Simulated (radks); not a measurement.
Q: These are the eigenvalues of the occupied orbitals of an atom or ion with whole-number occupations (hartree). Calculated with a radial shooting solver on a logarithmic mesh with Libxc functionals: Dirac Kohn-Sham, PBE, spin-unpolarised, spherical densities, point nucleus.

| orbital | eigenvalue |
|---|---|
| 1s1/2 | -257.4624 |
| 2s1/2 | -30.42108 |
| 2p1/2 | -26.27237 |
| 2p3/2 | -25.81365 |
| 3s1/2 | -3.76613 |
| 3p1/2 | -2.55633 |
| 3p3/2 | -2.49979 |
| 3d3/2 | -0.58864 |
| 3d5/2 | -0.58297 |
| 4s1/2 | -0.45287 |

Which element is it, and in what charge state? The configuration may be excited. Open shells, if any, fill j = l - 1/2 first.

A: Z = 26, iron, charge +1: Fe+ in [Ar] 3d6 4s1. The list shows which subshells hold electrons but not how many an open one holds; the 1s level, -257.46 hartree, gives Z - s = 22.7 by -(Z - s)^2/2, which with screening and relativity narrows Z to a few neighbours, and the depths of the outer levels then fix element, charge and occupations together.
